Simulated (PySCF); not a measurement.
Z-matrix (Å, degrees):
```
Zr
Br 1 2.4766
Br 1 2.4766 2 109.47
Br 1 2.4766 2 109.47 3 -120.00
Br 1 2.4766 2 109.47 3 120.00
```
Charge 0, spin multiplicity 1.

Q: Predict the LUMO, charge on the central atom (Mulliken), dipole moment, HOMO and HOMO–LUMO gap from TPSSh-D3(BJ)/def2-TZVP // r2SCAN-D4/def2-SVP in PySCF.

A: 
```json
{
  "LUMO": "-3.29 eV",
  "charge on the central atom (Mulliken)": "1.28 e",
  "dipole_moment": "0.00 D",
  "HOMO": "-8.27 eV",
  "HOMO–LUMO gap": "4.98 eV"
}
```
